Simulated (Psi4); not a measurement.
NP, charge -1, doublet, geometry from GFN2-xTB (a state made from the parent by changing its charge; the spin is typed, not shown lowest) (a gas-phase anion, which may not be bound at this level), atoms displaced at random by about 0.08 Å a coordinate; PBE0/def2-TZVP, gradient in Psi4.

Here is a job for Psi4.
```
memory 2 GB

molecule {
-1 2
  N     0.04004251    0.00542446   -1.01260646
  P    -0.04444146    0.08728417    0.44465335
symmetry c1
no_reorient
no_com
}

set basis def2-tzvp
set reference uks

gradient('pbe0')
print_variables()
```

Question: Write the output that Psi4 gives for this input, abridged.

Answer: 
```
gradient() will perform analytic gradient computation.

   => Loading Basis Set <=

    Name: DEF2-TZVP
    Role: ORBITAL
    Keyword: BASIS

         ---------------------------------------------------------
                                   SCF
               by Justin Turney, Rob Parrish, Andy Simmonett
                          and Daniel G. A. Smith
                              UKS Reference
         ---------------------------------------------------------

  ==> Geometry <==

    Molecular point group: c1
    Full point group: C1

    Geometry (in Angstrom), charge = -1, multiplicity = 2:

       Center              X                  Y                   Z               Mass
    ------------   -----------------  -----------------  -----------------  -----------------
         N            0.040042510000     0.005424460000    -1.012606460000    14.003074004430
         P           -0.044441460000     0.087284170000     0.444653350000    30.973761998420

  Running in c1 symmetry.

  Rotational constants: A =     89.04182  B =      0.81781  C =      0.81037 [cm^-1]
  Rotational constants: A = 2669406.64063  B =  24517.39935  C =  24294.26653 [MHz]
  Nuclear repulsion =   38.005196941896571

  Charge       = -1
  Multiplicity = 2
  Electrons    = 23
  Nalpha       = 12
  Nbeta        = 11

  ==> Algorithm <==

  SCF Algorithm Type is DF.
  DIIS enabled.
  MOM disabled.
  Fractional occupation disabled.
  Guess Type is SAD.
  Energy threshold   = 1.00e-08
  Density threshold  = 1.00e-08
  Integral threshold = 1.00e-12

  ==> Primary Basis <==

  Basis Set: DEF2-TZVP
    Blend: DEF2-TZVP
    Number of shells: 24
    Number of basis functions: 68
    Number of Cartesian functions: 78
    Spherical Harmonics?: true
    Max angular momentum: 3

  ==> DFT Potential <==

   => LibXC <=

    Version 7.1.2
    S. Lehtola, C. Steigemann, M. J. T. Oliveira, and M. A. L. Marques,  SoftwareX 7, 1–5 (2018) (10.1016/j.softx.2017.11.002)

   => Composite Functional: PBE0 <=

    PBE0 Hyb-GGA Exchange-Correlation Functional

    C. Adamo and V. Barone,  J. Chem. Phys. 110, 6158 (1999) (10.1063/1.478522)
    M. Ernzerhof and G. E. Scuseria,  J. Chem. Phys. 110, 5029 (1999) (10.1063/1.478401)

    Deriv               =              1
    GGA                 =           TRUE
    Meta                =          FALSE

    Exchange Hybrid     =           TRUE
    MP2 Hybrid          =          FALSE

   => Exchange Functionals <=

    0.7500   Perdew, Burke & Ernzerhof

[...]
  @DF-UKS Final Energy:  -395.89163731373600
    Total Energy =                       -395.8916373137359983
[...]
    J tasked:                  Yes
    K tasked:                  Yes
    wK tasked:                  No
    Integrals threads:           1
    Schwarz Cutoff:          1E-12
    Fitting Condition:       1E-10

   => Auxiliary Basis Set <=

  Basis Set: (DEF2-TZVP AUX)
    Blend: DEF2-UNIVERSAL-JKFIT
    Number of shells: 63
    Number of basis functions: 205
    Number of Cartesian functions: 248
    Spherical Harmonics?: true
    Max angular momentum: 4

  ==> DFT Potential <==

   => LibXC <=

    Version 7.1.2
    S. Lehtola, C. Steigemann, M. J. T. Oliveira, and M. A. L. Marques,  SoftwareX 7, 1–5 (2018) (10.1016/j.softx.2017.11.002)

   => Composite Functional: PBE0 <=

    PBE0 Hyb-GGA Exchange-Correlation Functional

    C. Adamo and V. Barone,  J. Chem. Phys. 110, 6158 (1999) (10.1063/1.478522)
    M. Ernzerhof and G. E. Scuseria,  J. Chem. Phys. 110, 5029 (1999) (10.1063/1.478401)

    Deriv               =              1
    GGA                 =           TRUE
    Meta                =          FALSE

    Exchange Hybrid     =           TRUE
    MP2 Hybrid          =          FALSE

   => Exchange Functionals <=

    0.7500   Perdew, Burke & Ernzerhof

   => Exact (HF) Exchange <=

    0.2500               HF

   => Correlation Functionals <=

    1.0000   Perdew, Burke & Ernzerhof

   => LibXC Density Thresholds  <==

    XC_HYB_GGA_XC_PBEH:  1.00E-15

   => Molecular Quadrature <=

    Radial Scheme          =       TREUTLER
    Pruning Scheme         =           NONE
    Nuclear Scheme         =       TREUTLER

    Blocking Scheme        =         OCTREE
    BS radius alpha        =              1
    Pruning alpha          =              1
    Radial Points          =             75
    Spherical Points       =            302
    Total Points           =          42910
    Total Blocks           =            382
    Max Points             =            256
    Max Functions          =             68
    Weights Tolerance      =       1.00E-15

  -Total Gradient:
     Atom            X                  Y                   Z
    ------   -----------------  -----------------  -----------------
       1       -0.005925988666     0.005741914281     0.102217084664
       2        0.005924219792    -0.005740200351    -0.102186573428

  Variable Map:
  ----------------------------------------------------------------------------
[...]
  Array Variable Map:
  ----------------------------------------------------------------------------
[...]
[...]
```
